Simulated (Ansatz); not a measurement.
Stepwise reaction of `[CH3][In]([CH3])[OH]` with hydrogen fluoride, as a gas-phase model of exchange steps in deposition or etching. ΔE in kJ/mol.

Gas-phase electronic energies from Ansatz, PBE0-D4/def2-TZVP geometries. CCSD(T)/CBS adds triple-zeta CCSD(T) − MP2 to the extrapolated MP2 energy (def2 sets, frozen cores). This one scheme is used for every species. DFT in def2-TZVPP. B3LYP here is the variant with VWN-RPA as its local correlation; programs differ in this. def2 core potentials past Kr. For In outer-core shells are correlated without core-valence functions, which leaves a few kJ/mol of doubt a bond. Each species was taken in one conformer, which may not be the lowest.

| step | reaction | PBE-D4 | B3LYP-D4 | ωB97M-V | CCSD(T)/CBS |
| --- | --- | --- | --- | --- | --- |
| 1 | `[CH3][In]([CH3])[OH]` + H–F → `[CH3][In]([OH])[F]` + CH₄ | -91.4 | -97.8 | -91.6 | -86.0 |
| 2 | `[CH3][In]([OH])[F]` + H–F → `[OH][In]([F])[F]` + CH₄ | -52.1 | -56.9 | -53.7 | -46.7 |

Q: By hand: ΔE of the 2 steps together at CCSD(T)/CBS.

A: (-86.0) + (-46.7) = -132.7 kJ/mol, or -66.3 kJ/mol a step.

In ΔE each step is higher than the one before. All are downhill at CCSD(T)/CBS. PBE-D4 differs from CCSD(T)/CBS by -5.4 to -5.4 kJ/mol a step. Isolated molecules leave out the surface, adducts and barriers. Largest T1 diagnostic: 0.018.
